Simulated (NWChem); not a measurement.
GaH, singlet; SMILES [GaH]

Results from NWChem. Pople sets run with spherical d functions. Low-valent species are run as closed-shell singlets; no triplet was tried in these runs. Geometry: optimised at PBE0/def2-SVP. B3LYP is NWChem's, with the RPA form of VWN correlation. Total energies compare along this basis series because the functional is fixed.

```
level             basis functions  energy (Ha)  highest occupied level (eV)  orbital gap (eV)  dipole (D)
----------------  ---------------  -----------  ---------------------------  ----------------  ----------
B3LYP/STO-3G                   19   -1902.6778                        -2.39              1.99        0.62
B3LYP/3-21G                    24   -1915.9777                            ?                 ?           ?
B3LYP/6-31G*                   34   -1925.1950                        -5.81              3.83        0.10
B3LYP/6-311G**                 50   -1925.4357                        -5.83              3.82        0.49
B3LYP/def2-TZVPD               63   -1925.4733                        -5.82              3.85        0.53
B3LYP/def2-QZVP               105   -1925.5182                        -5.84              3.83        0.50
```

**Question.** Complete the blanks.

**Answer.** 
- B3LYP/3-21G, highest occupied level (eV): -5.51
- B3LYP/3-21G, orbital gap (eV): 3.67
- B3LYP/3-21G, dipole (D): 0.19
